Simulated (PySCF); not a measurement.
trans-(1R,2R)-1-bromo-2-fluorocyclopropane (C₃H₄BrF), SMILES F[C@@H]1C[C@H]1Br.

The structure is a stationary point at PBE-D3(BJ)/def2-SVP.

Method: PBE-D3(BJ)/def2-SVP in PySCF.

Frequencies are harmonic and unscaled.

Question: Estimate the vibrational spectrum. (The exact figures need the calculation; the answer reports its results.)

Answer: 
```json
[
 {"mode": "1", "ν (cm⁻¹)": "192", "IR (km/mol)": "1.4", "moving atoms (share of kinetic energy)": "C 40 %, F 38 %, Br 14 %"},
 {"mode": "2", "ν (cm⁻¹)": "227", "IR (km/mol)": "4.3", "moving atoms (share of kinetic energy)": "C 57 %, H 19 %, Br 15 %, F 9 %"},
 {"mode": "3", "ν (cm⁻¹)": "314", "IR (km/mol)": "3.4", "moving atoms (share of kinetic energy)": "F 35 %, C 33 %, Br 17 %, H 14 %"},
 {"mode": "4", "ν (cm⁻¹)": "417", "IR (km/mol)": "4.2", "moving atoms (share of kinetic energy)": "H 39 %, C 38 %, F 22 %"},
 {"mode": "5", "ν (cm⁻¹)": "609", "IR (km/mol)": "13.3", "moving atoms (share of kinetic energy)": "C 53 %, H 37 %"},
 {"mode": "6", "ν (cm⁻¹)": "792", "IR (km/mol)": "10.1", "moving atoms (share of kinetic energy)": "H 56 %, C 31 %, F 14 %"},
 {"mode": "7", "ν (cm⁻¹)": "872", "IR (km/mol)": "10.2", "moving atoms (share of kinetic energy)": "C 49 %, H 45 %"},
 {"mode": "8", "ν (cm⁻¹)": "935", "IR (km/mol)": "15.3", "moving atoms (share of kinetic energy)": "C 66 %, H 33 %"},
 {"mode": "9", "ν (cm⁻¹)": "956", "IR (km/mol)": "24.9", "moving atoms (share of kinetic energy)": "C 57 %, H 40 %"},
 {"mode": "10", "ν (cm⁻¹)": "996", "IR (km/mol)": "14.3", "moving atoms (share of kinetic energy)": "H 71 %, C 28 %"},
 {"mode": "11", "ν (cm⁻¹)": "1030", "IR (km/mol)": "5.0", "moving atoms (share of kinetic energy)": "H 67 %, C 31 %"},
 {"mode": "12", "ν (cm⁻¹)": "1047", "IR (km/mol)": "8.7", "moving atoms (share of kinetic energy)": "H 69 %, C 29 %"},
 {"mode": "13", "ν (cm⁻¹)": "1145", "IR (km/mol)": "94.3", "moving atoms (share of kinetic energy)": "C 50 %, H 32 %, F 18 %"},
 {"mode": "14", "ν (cm⁻¹)": "1173", "IR (km/mol)": "14.1", "moving atoms (share of kinetic energy)": "H 73 %, C 27 %"},
 {"mode": "15", "ν (cm⁻¹)": "1219", "IR (km/mol)": "3.1", "moving atoms (share of kinetic energy)": "H 69 %, C 27 %"},
 {"mode": "16", "ν (cm⁻¹)": "1337", "IR (km/mol)": "8.8", "moving atoms (share of kinetic energy)": "H 80 %, C 19 %"},
 {"mode": "17", "ν (cm⁻¹)": "1416", "IR (km/mol)": "46.2", "moving atoms (share of kinetic energy)": "C 60 %, H 39 %"},
 {"mode": "18", "ν (cm⁻¹)": "3068", "IR (km/mol)": "0.3", "moving atoms (share of kinetic energy)": "H 95 %"},
 {"mode": "19", "ν (cm⁻¹)": "3090", "IR (km/mol)": "5.6", "moving atoms (share of kinetic energy)": "H 92 %, C 8 %"},
 {"mode": "20", "ν (cm⁻¹)": "3126", "IR (km/mol)": "1.9", "moving atoms (share of kinetic energy)": "H 92 %, C 8 %"},
 {"mode": "21", "ν (cm⁻¹)": "3170", "IR (km/mol)": "0.2", "moving atoms (share of kinetic energy)": "H 89 %, C 11 %"}
]
```
